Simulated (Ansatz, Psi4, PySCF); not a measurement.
BiBr3, triplet, geometry from GFN2-xTB (such geometries of metal compounds can be far from the true shape) (a higher spin typed on purpose: for a closed-shell molecule this is an excited state) (core potentials on Bi). Base run: PBE0/def2-SVP run with PySCF.

PySCF was given this input:
```python
from pyscf import gto, scf, dft

mol = gto.Mole()
mol.atom = '''
    Bi   -0.009649    0.051965   -0.005793
    Br   -1.592504   -2.060240    0.193467
    Br   -0.610712    3.288912   -0.366632
    Br    2.226099   -1.351902    0.186903
'''
mol.basis = 'def2-svp'
mol.ecp = {'Bi': 'def2-svp'}
mol.charge = 0
mol.spin = 2
mol.verbose = 4
mol.build()

mf = dft.UKS(mol)
mf.xc = 'pbe0'
mf.kernel()
```

The same geometry, method and basis name were run in Ansatz (a quantum-chemistry and plane-wave program) and Psi4 and PySCF, at each program's defaults and at the settings that a row names. The base is PySCF at its defaults. Differences at the defaults can come from grids, fitting, cores and function types together. The rows with settings made alike still differ; the cause (another SCF solution, basis table, core potential or functional code) wasn't traced.

```csv
code and settings,ΔE vs base (µEh),basis functions,E (Eh),SCF cycles,dipole (D),outcome
"PySCF, defaults (exact integrals, its default grid, spherical functions)",0.0,122,-7935.31421,15,1.65,converged
"Psi4, defaults (density fitting with its default set, its default grid, spherical functions)",7448,122,-7935.30677,16,5.18,another SCF solution
"Ansatz, defaults (factorised integrals, its default grid, spherical functions)",-3.7,122,-7935.31422,-,-,converged
"PySCF, density fitting with def2-universal-jkfit",7.9,122,-7935.31421,15,1.65,converged
"PySCF, fine grid",-8.2,122,-7935.31422,15,1.65,converged
"Psi4, exact integrals, spherical functions, fine grid",7885,122,-7935.30633,36,4.67,another SCF solution
```

A guess, shift, damping, solver or small numerical setting can't move a converged solution much, so rows marked as another SCF solution ended in a different state.

Open shells are given as the SCF converged; they aren't shown to be the lowest states, and a large step between rows can be another state.
